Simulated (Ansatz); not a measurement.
CH₆NO₃V (`C[N]=[V]([OH])([OH])[OH]`) at its PBE0-D4/def2-TZVP geometry, where that method's forces vanish. The species carries charge 0 and has multiplicity 1.

```
atom   x (Å)   y (Å)   z (Å)
  C1  -0.002  -1.773  -1.018
  N2   0.027  -0.568  -0.282
  V3  -0.010   0.850   0.470
  O4  -1.035   1.881  -0.578
  O5  -0.721   0.666   2.087
  O6   1.633   1.509   0.615
  H7  -0.613  -1.653  -1.920
  H8  -0.429  -2.585  -0.418
  H9   1.008  -2.067  -1.323
 H10  -1.149   2.779  -0.247
 H11  -1.113  -0.149   2.406
 H12   2.403   1.110   0.207
```

Task: For each bond, give half the difference of the two atoms' forces along it (eV/Å; positive pushes the atoms apart) under PBE-D4, r2SCAN-D4, B3LYP-D4, ωB97M-V in def2-TZVPP. (Estimate.)

Result: Computed: 
| bond | length (Å) | PBE-D4 | r2SCAN-D4 | B3LYP-D4 | ωB97M-V |
| --- | --- | --- | --- | --- | --- |
| C1–N2 | 1.413 | -0.58 | -0.35 | -0.06 | 0.62 |
| C1–H7 | 1.096 | 0.13 | -0.02 | -0.07 | -0.16 |
| C1–H8 | 1.096 | 0.13 | -0.02 | -0.07 | -0.16 |
| C1–H9 | 1.096 | 0.13 | -0.02 | -0.07 | -0.16 |
| N2–V3 | 1.605 | 0.97 | 0.70 | 0.32 | -0.56 |
| V3–O4 | 1.792 | 0.13 | 0.07 | 0.16 | 0.15 |
| V3–O5 | 1.776 | 0.06 | 0.06 | 0.15 | 0.15 |
| V3–O6 | 1.776 | 0.06 | 0.06 | 0.15 | 0.15 |
| O4–H10 | 0.964 | 0.35 | 0.00 | -0.05 | -0.09 |
| O5–H11 | 0.958 | 0.30 | -0.03 | -0.07 | -0.08 |
| O6–H12 | 0.959 | 0.29 | -0.03 | -0.07 | -0.08 |

B3LYP here is the variant with VWN-RPA as its local correlation; programs differ in this.
